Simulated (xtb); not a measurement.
A run for xtb: GFN2-xTB on C2H6BF (SMILES CB(C)F), a point of a torsion scan.

```
$ xtb mol.xyz --gfn 2 --sp --chrg 0 --uhf 0
10

C     -1.38804505    -0.15766391    -0.23878727
B     -0.22497296     0.70315011     0.39353454
C      0.43253507     0.41671754     1.80050225
F      0.23898311     1.73843337    -0.29503580
H     -1.69784409     0.20669006    -1.21440728
H     -1.08534911    -1.19736199    -0.34839602
H     -2.26165704    -0.16579919     0.41036563
H      0.33225241     1.28519678     2.44992934
H      1.50319215     0.24987287     1.69122995
H      0.00910981    -0.43968185     2.31536624
```

The head of its log:

```
[...]
           -------------------------------------------------
          |                Calculation Setup                |
           -------------------------------------------------



           -------------------------------------------------
          |                 G F N 2 - x T B                 |
           -------------------------------------------------

        Reference                      10.1021/acs.jctc.8b01176
      * Hamiltonian:
        H0-scaling (s, p, d)           1.850000    2.230000    2.230000
        zeta-weighting                 0.500000
      * Dispersion:
        s8                             2.700000
        a1                             0.520000
        a2                             5.000000
        s9                             5.000000
      * Repulsion:
        kExp                           1.500000    1.000000
        rExp                           1.000000
      * Coulomb:
        alpha                          2.000000
        third order                    shell-resolved
        anisotropic                    true
        a3                             3.000000
        a5                             4.000000
        cn-shift                       1.200000
        cn-exp                         4.000000
        max-rad                        5.000000


          ...................................................
          :                      SETUP                      :
          :.................................................:
          :  # basis functions                  22          :
          :  # atomic orbitals                  22          :
          :  # shells                           14          :
          :  # electrons                        24          :
          :  max. iterations                   250          :
          :  Hamiltonian                  GFN2-xTB          :
          :  restarted?                      false          :
          :  GBSA solvation                  false          :
          :  PC potential                    false          :
          :  electronic temp.          300.0000000     K    :
          :  accuracy                    1.0000000          :
          :  -> integral cutoff          0.2500000E+02      :
          :  -> integral neglect         0.1000000E-07      :
          :  -> SCF convergence          0.1000000E-05 Eh   :
          :  -> wf. convergence          0.1000000E-03 e    :
          :  Broyden damping             0.4000000          :
          :  net charge                          0          :
          :  unpaired electrons                  0          :
          ...................................................

 iter      E             dE          RMSdq      gap      omega  full diag
   1    -13.2662339 -0.132662E+02  0.606E+00    7.24       0.0  T
   2    -13.4492642 -0.183030E+00  0.456E+00    4.12       1.0  T
```

**Question.** Predict the final total energy.

**Answer.** -13.3470 hartree.
